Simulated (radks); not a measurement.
The numbers below are computed, except where a source is named.
Spin polarisation of the 6s1 shell in Ba+. Start: [Xe] 6s(up 0.5, down 0.5); electrons of 6s are moved from spin down to spin up, other shells keep equal spins. Code: a radial shooting solver on a logarithmic mesh with Libxc functionals. Model: non-relativistic Kohn-Sham, LDA (Slater exchange, Perdew-Wang correlation), spin-polarised, spherical densities, point nucleus.

moment (Bohr magnetons)  E - E(0) (eV)  e(6s up) (eV)  e(6s down) (eV)  5p down minus up (eV)
0                                0.000         -7.559           -7.559                  0.000
0.25                            -0.009         -7.628           -7.481                  0.025
0.5                             -0.037         -7.691           -7.392                  0.050
0.75                            -0.084         -7.747           -7.291                  0.076
1                               -0.151         -7.795           -7.159                  0.102

At moment 1 the spin-polarisation energy is -0.151 eV and the 6s exchange splitting 0.636 eV, that is 0.636 eV per Bohr magneton; E = -I m^2/4 would give I = 0.606 eV.
